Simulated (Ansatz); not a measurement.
A run for Ansatz (an electronic-structure program): U-CCSD(T)/def2-SVP on GaH5Si (SMILES [SiH3][GaH2]), a point of a bond scan (R = 1.339 Å). The run froze 19 orbitals, filled d shells among them.

Ansatz 0.2 input:
```yaml
crystal:
  periodic: [false, false, false]
  atoms:
    - {symbol: Ga, position_ang: [0.02140487, -0.38021066, -0.73000771]}
    - {symbol: H, position_ang: [-1.28898464, -0.51608025, -1.59458557]}
    - {symbol: H, position_ang: [1.35851094, -0.96271666, -1.32506357]}
    - {symbol: Si, position_ang: [-0.03927517, 0.73299862, 1.42129057]}
    - {symbol: H, position_ang: [-0.04758286, 2.05723607, 1.22340788]}
    - {symbol: H, position_ang: [1.13421429, 0.41105666, 2.27100573]}
    - {symbol: H, position_ang: [-1.26893307, 0.38791648, 2.17939368]}
basis:
  gaussian:
    orbitals: def2-SVP
correlation: {method: ccsd_t, electrons: outside_noble_gas}
scf: {omitted_lower_state_checks: [cluster_reference]}
magnetization: {spin_polarized: true, initial_magnetization: 0}
```

It printed:

```
WARN ansatz: RAYON_NUM_THREADS=1 ignored (pool sized by the plan → 1); use --threads N
Functional definition: HF
these checks for a lower state are left out or cut short: cluster_reference
integrals: 0.09 GiB planned
748 factors; integrals over basis functions are off by at most 1.1e-3 eV
mean field: 0.26 GiB planned
mean field evaluation 1: about -60264.5788 eV, gradient 9.1e0 eV
mean field evaluation 2: about -60264.5794 eV, gradient 9.1e0 eV
mean field evaluation 4: about -60265.4685 eV, gradient 1.9e0 eV
mean field evaluation 8: about -60265.4843 eV, gradient 6.7e-4 eV
mean field -60265.48431741 eV, -2214.7156992523 hartree, gradient 2.1e-6 eV, S^2 0.000000; 0 other end points of the search recorded, 0 dependent functions left out
19 core orbitals not correlated
reference -60265.48431741 eV, -2214.7156992523 hartree; 6, 6 occupied and 50, 50 virtual orbitals, 748 factors
second order -4.69725029 eV of doubles, -0.00000000 eV of singles
coupled cluster: 0.21 GiB planned
cycle   1  -5.56653396 eV  change   -8.7e-1 eV  update   6.9e-2
cycle   2  -5.87255676 eV  change   -3.1e-1 eV  update   2.3e-2
cycle   3  -5.88215915 eV  change   -9.6e-3 eV  update   5.6e-3
cycle   4  -5.88091253 eV  change    1.2e-3 eV  update   1.7e-3
cycle   5  -5.88032132 eV  change    5.9e-4 eV  update   5.6e-4
cycle   6  -5.88016864 eV  change    1.5e-4 eV  update   1.5e-4
cycle   7  -5.88016564 eV  change    3.0e-6 eV  update   5.0e-5
cycle   8  -5.88018371 eV  change   -1.8e-5 eV  update   1.4e-5
cycle   9  -5.88018241 eV  change    1.3e-6 eV  update   4.9e-6
perturbative correction -0.12220488 eV, -0.0044909464 hartree
Total energy: -60271.48670470 eV, -2214.9362829167 hartree
Checks for a lower state left out: cluster_reference
```

Self-consistency was reached.

Cost: roughly 6 core-seconds.
